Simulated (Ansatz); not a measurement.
`F[SiH2][SnH]1[CH2][S]1`. The species carries charge 0 and has multiplicity 1. Sn takes the def2 core potential.

```xyz
10

F    -1.572   -1.508   -2.220
Si   -1.517   -1.087   -0.674
Sn    0.034    0.899   -0.332
C     1.806    0.528    0.791
S     0.521    0.911    2.024
H    -2.899   -0.768   -0.245
H    -0.961   -2.215    0.109
H    -0.178    2.459   -0.964
H     2.176   -0.493    0.811
H     2.589    1.275    0.701
```

Task: List the harmonic frequencies (cm⁻¹, unscaled) at PBE0-D4/def2-TZVP in Ansatz. (Best estimate.)

Result: Computed: 37, 48, 104, 165, 312, 342, 423, 463, 497, 558, 721, 733, 742, 844, 875, 935, 969, 976, 1420, 1954, 2239, 2257, 3122, 3213.

Task: Is this a minimum?

Result: Yes, all 24 modes are real.

Task: Give the ideal-gas thermochemistry at 298.15 K and 1 bar (rigid rotor, harmonic oscillator; point group C1, symmetry number 1).

Result: Zero-point energy 143.3 kJ/mol; H(298) − E = 167.2 kJ/mol; entropy 393.8 J/(mol·K), of which translation 175.8, rotation 121.4, vibration 96.5; G(298) − E = 49.8 kJ/mol. Modes under 100 cm⁻¹ are hindered rotations or soft bends, so the harmonic entropy is rough.
